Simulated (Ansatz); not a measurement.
Two isomers of CH4O3Si: A = `O=C(O)O[SiH3]`, B = `O[Si]1(O)CO1`.

Gas-phase electronic energies from Ansatz, PBE0-D4/def2-TZVP geometries. CCSD(T)/CBS adds triple-zeta CCSD(T) − MP2 to the extrapolated MP2 energy (def2 sets, frozen cores). Functionals use def2-TZVPP. B3LYP here is the variant with VWN-RPA as its local correlation; programs differ in this. One conformer a species, not always the lowest.

Task: Which is lower in electronic energy at CCSD(T)/CBS, and by how much? (Best estimate.)

Result: Ansatz gave: B, by 117.3 kJ/mol.

Task: Give E(B) − E(A) in kJ/mol with BLYP-D4, PBE-D4, B3LYP, CCSD/def2-TZVPP, CCSD(T)/def2-SVP, CCSD(T)/def2-TZVPP, LDA (SPW92). (Estimate.)

Result: Computed: BLYP-D4 -86.8, PBE-D4 -89.0, B3LYP -90.2, CCSD/def2-TZVPP -104.4, CCSD(T)/def2-SVP -9.4, CCSD(T)/def2-TZVPP -104.0, LDA (SPW92) -91.2. None reverses the order clearly.

Task: Does the order hold for the free energy at 298.15 K (harmonic terms from PBE0-D4)? (Estimate.)

Result: Ansatz gave: Yes: G(B) − G(A) = -104.6 kJ/mol, for one conformer each.

Largest T1 diagnostic: 0.014.

From r2SCAN to r2SCAN0 (25 % exact exchange), in def2-TZVPP and without D4, E(B) − E(A) moves by −3.0 kJ/mol. At CCSD(T), def2-SVP lies +107.9 kJ/mol from the extrapolated value and def2-TZVPP +13.3 kJ/mol.
